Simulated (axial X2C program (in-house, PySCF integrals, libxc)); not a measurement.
Nuclear properties of ClGaCl⁺

Computed with an axial X2C code built on PySCF integrals: two-component X2C with atomic mean-field Coulomb and Gaunt terms, Gaussian nuclei, basis Cl dyall-av3z, Ga dyall-v3z with contracted cores.

Cl–Ga–Cl held linear, with bonds 2.021 and 2.021 Å (near the PBE0 minimum at charge 1 of the determinant lowest at the starting distance; the state shown can have its own minimum elsewhere, held linear; other orders of the atoms were not compared).

Input and command:
```json
{"zs": [17, 31, 17], "q": 1, "bas": ["dyall-av3z", "dyall-v3z", "dyall-av3z"], "r0": [2.23, 2.23], "symm": 1, "scan": ["PBE0", "HF", "LDA"], "levels": ["PBE0", "HF", "TPSSh"], "nst": 2}
```
```bash
python solin.py task.json out
```

Keys: zs atomic numbers; q charge; bas basis sets; r0 starting distance in Å; symm equal bonds; scan levels of the two-bond scan; levels methods; nst determinants followed.

Determinant lowest in the PBE0 search, Ω = 0 (closed shell), highest spinor 89% Cl p, 11% Ga d:

```json
{"level": "PBE0", "qzz Cl (a.u.)": "3.11", "qzz Ga (a.u.)": "-3.40"}
{"level": "HF", "qzz Cl (a.u.)": "2.88", "qzz Ga (a.u.)": "-4.28"}
{"level": "TPSSh", "qzz Cl (a.u.)": "3.12", "qzz Ga (a.u.)": "-3.22"}
```

qzz is the electric field gradient, eQq0 = 234.96 MHz × Q/barn × qzz. The operators were transformed with the bare-nucleus X2C matrices; with these basis sets, hyperfine constants and field gradients can be off by tens of per cent, and where levels differ in sign neither size nor sign is settled.

Task: With Q(35Cl) = -0.08112 barn, Q(69Ga) = 0.171 barn (Q from Pyykkö, Mol. Phys. 2018), turn the PBE0 values of the first state into constants in MHz.

Result: eQq0(35Cl) = 234.96 × (-0.08112) × (3.11) = -59.3 MHz; eQq0(69Ga) = 234.96 × (0.171) × (-3.40) = -137 MHz.

The molecule was held linear; bending was not examined, so a bent shape may lie lower.

Each state is one determinant with collinear spin. The search compared states at one distance, so a state with another bond length can lie lower.
